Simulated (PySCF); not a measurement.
Electron correlation in N (nitrogen, neutral)

[He] 2s2 2p3, high-spin 4S determinant. Calculation: PySCF 2.14, in dyall-av3z; the spin-free X2C one-electron Hamiltonian (Gaussian nucleus). Frozen: 1s2; 5 electrons correlated; the 14 highest virtual orbitals of each spin left out.

```csv
level,correlation energy (mhartree)
CCSD,-115.55
(T),-2.66
CCSD(T),-118.21
```

Diagnostics: T1 = 0.0073, D1 = 0.0147, largest double amplitude 0.028.

Cost of the coupled-cluster step: roughly 3 core-seconds, for 5 correlated electrons.

Iterations:

```
CC2 = 0
CCSD nocc = (np.int64(4), np.int64(1)), nmo = (56, 56)
frozen orbitals [[0, 57, 58, 59, 60, 61, 62, 63, 64, 65, 66, 67, 68, 69, 70], [0, 57, 58, 59, 60, 61, 62, 63, 64, 65, 66, 67, 68, 69, 70]]
max_cycle = 100
direct = 0
conv_tol = 1e-08
conv_tol_normt = 1e-06
diis_space = 8
diis_start_cycle = 0
Init t2, MP2 energy = -0.100089804323443
Init E_corr(UCCSD) = -0.100089804324104
cycle = 1  E_corr(UCCSD) = -0.111961997508328  dE = -0.0118721932  norm(t1,t2) = 0.0302898
cycle = 2  E_corr(UCCSD) = -0.114338935259427  dE = -0.00237693775  norm(t1,t2) = 0.0114064
cycle = 3  E_corr(UCCSD) = -0.115614824926231  dE = -0.00127588967  norm(t1,t2) = 0.00547342
cycle = 4  E_corr(UCCSD) = -0.115536146034801  dE = 7.86788914e-05  norm(t1,t2) = 0.00107044
cycle = 5  E_corr(UCCSD) = -0.115545053236042  dE = -8.90720124e-06  norm(t1,t2) = 0.000313597
cycle = 6  E_corr(UCCSD) = -0.115548420844667  dE = -3.36760862e-06  norm(t1,t2) = 8.55431e-05
cycle = 7  E_corr(UCCSD) = -0.115548455234702  dE = -3.43900353e-08  norm(t1,t2) = 2.0415e-05
cycle = 8  E_corr(UCCSD) = -0.115548497807524  dE = -4.25728219e-08  norm(t1,t2) = 3.73646e-06
cycle = 9  E_corr(UCCSD) = -0.115548489091525  dE = 8.71599873e-09  norm(t1,t2) = 8.79473e-07
UCCSD converged
E(UCCSD) = -54.54933196268941  E_corr = -0.1155484890915253
UCCSD(T) correction = -0.00265680938655593
```
